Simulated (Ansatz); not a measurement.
Reaction (formal exchange of groups at a C–C bond): `C=CC(=C)CC` + SiH₄ → `C=CC(=C)[SiH3]` + ethane

Gas-phase electronic energies from Ansatz, PBE0-D4/def2-TZVP geometries. CCSD(T)/CBS adds triple-zeta CCSD(T) − MP2 to the extrapolated MP2 energy (def2 sets, frozen cores). This one scheme is used for every species. Functionals use def2-TZVPP. Each species was taken in one conformer, which may not be the lowest.

`C=CC(=C)CC`:

```xyz
16

C     0.032    0.116   -2.159
C    -0.436    0.876   -1.170
C    -0.617    0.470    0.221
C    -1.175    1.324    1.084
C    -0.157   -0.891    0.659
C     1.356   -0.978    0.838
H     0.118    0.502   -3.167
H     0.341   -0.912   -2.003
H    -0.731    1.898   -1.394
H    -1.341    1.056    2.121
H    -1.484    2.317    0.773
H    -0.648   -1.141    1.603
H    -0.486   -1.641   -0.068
H     1.690   -0.285    1.613
H     1.885   -0.724   -0.082
H     1.655   -1.986    1.133
```

SiH₄:

Z-matrix (Å, degrees):
```
Si
H 1 1.485
H 1 1.485 2 109.5
H 1 1.485 2 109.5 3 -120.0
H 1 1.485 2 109.5 3 120.0
```

`C=CC(=C)[SiH3]`:

Cartesian coordinates in Å:
```
C -0.779 -1.691 -0.844
C 0.157 -1.280 0.009
C 0.415 0.109 0.370
C 1.386 0.409 1.242
Si -0.600 1.499 -0.371
H -0.916 -2.742 -1.067
H -1.441 -0.997 -1.352
H 0.794 -2.022 0.490
H 1.606 1.429 1.534
H 1.997 -0.369 1.696
H -0.099 2.784 0.183
H -0.478 1.522 -1.853
H -2.042 1.349 -0.037
```

`CC`:

Cartesian coordinates in Å:
```
C 0.123 0.509 0.550
C -0.123 -0.509 -0.550
H 1.131 0.417 0.960
H 0.011 1.531 0.180
H -0.581 0.381 1.376
H -1.131 -0.417 -0.960
H -0.011 -1.531 -0.180
H 0.580 -0.381 -1.376
```

```tsv
level	ΔE (kJ/mol)	difference from CCSD(T)/CBS
revPBE	-32.6	-7.0
BLYP	-31.2	-5.6
r2SCAN	-28.2	-2.6
PBE0	-28.1	-2.5
RPA@PBE/def2-TZVPP	-21.1	4.5
CCSD/def2-SVP	-15.4	10.2
CCSD(T)/def2-SVP	-14.5	11.1
HF/def2-TZVPP	-27.6	-2.0
HF/def2-QZVPP	-27.8	-2.2
MP2/def2-QZVPP	-24.9	0.7
CCSD(T)/CBS	-25.6	0
```

Largest T1 diagnostic among the species: 0.012.

Leaving LDA and LC-ωPBE aside and taking each functional with its dispersion term where it has one, the values, not all of them listed here, spread over 3.8 kJ/mol, from BLYP-D4 to ωB97X-V. LDA lies +9.9 kJ/mol from PBE without D4. At CCSD(T), def2-SVP lies +11.1 kJ/mol from the extrapolated value and def2-TZVPP +2.1 kJ/mol.
